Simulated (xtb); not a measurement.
nickel atom (Ni), triplet (GFN-xTB shapes and energies of metal compounds can be far from the true ones). Base run: GFN2-xTB (xtb).

Geometry (Å):
```xyz
1

Ni     0.0000     0.0000     0.0000
```
Charge 0, spin multiplicity 3.
All else is at xtb's defaults.
Base energy -4.52180 Eh.

Variants of this job, named by their change:

| change | ΔE vs base (mEh) | G_solv (kcal/mol) | SCF cycles |
|---|---|---|---|
| base | 0.000 | - | 45 |
| acc = 0.1 | 0.000 | - | 55 |
| gbsa = toluene | 0.568 | 0.36 | 45 |
| etemp = 3000 | -21.394 | - | 14 |
| file = coord | 0.000 | - | 45 |
| alpb = dmf | -1.036 | -0.65 | 45 |
| etemp = 1000 | -5.546 | - | 42 |
| acc = 30 | 0.000 | - | 30 |

ALPB and GBSA are two models with their own fitted parameters for each solvent, which aren't always the measured dielectric constant.
